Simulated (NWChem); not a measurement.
SiNH₃, singlet; SMILES N[SiH]

All runs: NWChem. Pople sets run with spherical d functions. Low-valent species are run as closed-shell singlets; no triplet was tried in these runs. Structure relaxed at the PBE0/def2-SVP level. Core excitations by TDA in a window of 1s orbitals, non-relativistic and unshifted: absolute energies depend strongly on the exact-exchange share.

Problem. What does the run give for N K edge, PBE0/6-311G**? Quantities: first 1s excitation (eV); dipole oscillator strength of the first; first state with f > 0.002 (eV); dipole oscillator strength of that state.

Solution. 
```json
{
  "first 1s excitation (eV)": "387.7",
  "dipole_oscillator_strength_of_the_first": "0.0192",
  "first state with f > 0.002 (eV)": "387.7",
  "dipole_oscillator_strength_of_that_state": "0.0192"
}
```
